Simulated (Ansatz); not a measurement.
Cartesian coordinates in Å:
```
N -1.568 1.153 1.084
C -0.821 0.213 0.448
C 0.354 0.403 -0.180
Si 1.179 -0.971 -1.039
Cl 2.941 -1.539 -0.103
H -2.307 0.862 1.697
H -1.164 2.053 1.271
H -1.282 -0.773 0.445
H 0.803 1.395 -0.162
H 1.585 -0.640 -2.427
H 0.281 -2.155 -1.034
```

Charge 0, multiplicity 1.

Task: List the PBE/def2-TZVPP orbital energies in eV (Ansatz 0.2.0). (Estimate.)

Result: The calculation gave: Occupied: -2738.29, -1779.91, -381.39, -270.36, -268.38, -248.87, -189.55, -189.40, -189.40, -137.57, -94.37, -94.28, -94.26, -23.42, -19.89, -18.46, -15.04, -13.83, -12.32, -12.14, -9.73, -9.22, -8.80, -8.66, -8.41, -7.08, -6.97, -5.44. Lowest empty: -0.94, -0.07, 0.38, 0.59, 0.84, 1.29, 1.42, 2.35.
